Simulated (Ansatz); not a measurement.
Reaction (SMILES): [NH3+]C=O -> NC=[OH+]

Wanted: isomerisation energy (enthalpy at 298 K), in kcal/mol. Set-up: valence correlation only; non-relativistic; 6-311+G** with 5d; LANL2DZ all-electron up to Ne; spin-orbit terms left out; 6-31G* and kin with 6d, 5d where marked. Basis-set limits of correlation are two-point, X^-3; Hartree-Fock from the larger set. [CCSD(T)-MP2]/basis is that difference in the basis named. First-principles rows: single points at B3LYP-D3(BJ) geometries (Ansatz, a program for electronic structure), with unscaled harmonic terms from B3LYP/6-31G* (Ansatz) at its own minima.

Coupled cluster (Ansatz) is a level with limits of its own, used here on species with T1 under 0.025 (0.045 for open shells) and stable references: RI-MP2/CBS(aug-cc-pVTZ,aug-cc-pVQZ)+[CCSD(T)-MP2]/aug-cc-pVTZ.

Value to compare with, RI-MP2/CBS(aug-cc-pVTZ,aug-cc-pVQZ)+[CCSD(T)-MP2]/aug-cc-pVTZ (Ansatz): -14.2 kcal/mol.

| level | program | isomerisation energy (enthalpy at 298 K) (kcal/mol) | difference |
|---|---|---|---|
| HF/STO-3G | Ansatz | -6.3 | 7.9 |
| HF/3-21G | Ansatz | -15.6 | -1.4 |
| HF/LANL2DZ | Ansatz | -20.8 | -6.6 |
| HF/6-31G* | Ansatz | -16.6 | -2.4 |
| HF/6-311+G** | Ansatz | -17.8 | -3.6 |

Among the 5 habitual levels, HF/STO-3G lies farthest from RI-MP2/CBS(aug-cc-pVTZ,aug-cc-pVQZ)+[CCSD(T)-MP2]/aug-cc-pVTZ (Ansatz) (7.9 kcal/mol) and HF/3-21G nearest (-1.4); 1 of 5 lie above it, and their mean absolute difference is 4.4 kcal/mol, the median 3.6. One case shows no general order.

The sets are all those run for this method; left out are runs that failed, that the program found above a lower state of the same kind, or whose <S^2> lies over 0.5 above the pure value.
